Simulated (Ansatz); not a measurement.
Start from `C[O][SnH]([CH3])[SH]` and change one atom or group to get `[CH3][SnH]([OH])[SH]`.

Ansatz, PBE0-D4/def2-TZVP geometries, multiplicity 1. Each molecule was computed in one conformer, which needn't be the lowest.

Elements past krypton have def2 core potentials.

```json
{"property": "HOMO energy (PBE/def2-TZVPP) / eV", "`C[O][SnH]([CH3])[SH]`": "-5.94"}
{"property": "LUMO energy (B3LYP/def2-TZVPP) / eV", "`C[O][SnH]([CH3])[SH]`": "-0.62"}
{"property": "LUMO energy (PBE0/def2-TZVPP) / eV", "`C[O][SnH]([CH3])[SH]`": "-0.31"}
{"property": "LUMO energy (PBE/def2-TZVPP) / eV", "`C[O][SnH]([CH3])[SH]`": "-1.25"}
{"property": "HOMO–LUMO gap (PBE/def2-TZVPP) / eV", "`C[O][SnH]([CH3])[SH]`": "4.69"}
{"property": "HOMO energy (B3LYP/def2-TZVPP) / eV", "`C[O][SnH]([CH3])[SH]`": "-7.13"}
```

Task: What does the change do to each property? (Best estimate.)

Result: The calculation gave: 
```
                           property  `[CH3][SnH]([OH])[SH]`  shift
  HOMO energy (PBE/def2-TZVPP) / eV                   -6.13  -0.19
LUMO energy (B3LYP/def2-TZVPP) / eV                   -0.69  -0.07
 LUMO energy (PBE0/def2-TZVPP) / eV                   -0.37  -0.06
  LUMO energy (PBE/def2-TZVPP) / eV                   -1.30  -0.05
HOMO–LUMO gap (PBE/def2-TZVPP) / eV                    4.82   0.13
HOMO energy (B3LYP/def2-TZVPP) / eV                   -7.13   0.00
```

B3LYP here is the variant with VWN-RPA as its local correlation; programs differ in this.
